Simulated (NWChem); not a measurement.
# Correlation energy of H3P2

```
P
H 1 1.4263
H 1 1.4296 2 95.25
P 1 2.1911 2 96.73 3 100.20
H 4 1.4335 1 91.80 2 -158.60
```
Charge 0, spin multiplicity 2.

Program: NWChem. The geometry was optimised at UPBE0/def2-SVP, a minimum by its harmonic frequencies. It is one conformer; others weren't searched.

Basis set: cc-pVDZ. Each correlation energy counts from its own Hartree-Fock reference.

The correlated methods keep 10 core orbitals frozen. The structure started from a generated list of species. No SCF solution was tested for a lower state. Open-shell Hartree-Fock references start from PBE0 orbitals. No row is a measurement; the coupled-cluster row has its own basis-set and correlation limits.

Problem. For the correlation energy, CCSD on UHF gives -267.4 mHa and CCSD on ROHF gives -272.0 mHa. What do CCSD[T] on ROHF, URI-MP2, UMP2 give?

Solution. CCSD[T] on ROHF: -280.6 mHa; URI-MP2: -224.6 mHa; UMP2: -224.7 mHa.
